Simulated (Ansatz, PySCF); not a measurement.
Species: C₃H₈BO, charge 0, multiplicity 2. It need not be the lowest isomer of its formula. 
Structure (B3LYP-D3(BJ)/def2-TZVP (Ansatz, a program for electronic structure) minimum search):
```xyz
13

B     -0.5182     0.1664    -0.0299
C     -1.5730     1.2634    -0.2315
C     -0.8791    -1.3443     0.2525
O      0.7823     0.5921    -0.1121
C      1.8842    -0.2862     0.0486
H     -1.3008     2.2962    -0.4241
H     -2.6397     1.0722    -0.1937
H     -0.4612    -1.6825     1.2071
H     -0.4542    -2.0063    -0.5099
H     -1.9542    -1.5220     0.2821
H      2.7944     0.3030    -0.0518
H      1.8738    -0.7594     1.0337
H      1.8813    -1.0685    -0.7146
```
Charge 0, spin multiplicity 2.

Dipole moments at this geometry, in debye (magnitudes).

| level | program | dipole (D) |
|---|---|---|
| HF/def2-TZVPD | PySCF | 1.13 |
| revPBE/def2-TZVPD | Ansatz | 1.07 |
| TPSSh/def2-TZVPD | PySCF | ___ |
| r2SCANh/def2-TZVPD | Ansatz | 1.08 |
| wB97M-V/def2-TZVPD | Ansatz | 1.03 |
| CCSD(T)/aug-cc-pVDZ | Ansatz | ___ |

Task: Fill in the missing entries.

Result: 
- TPSSh/def2-TZVPD, dipole (D): 1.05
- CCSD(T)/aug-cc-pVDZ, dipole (D): 1.09
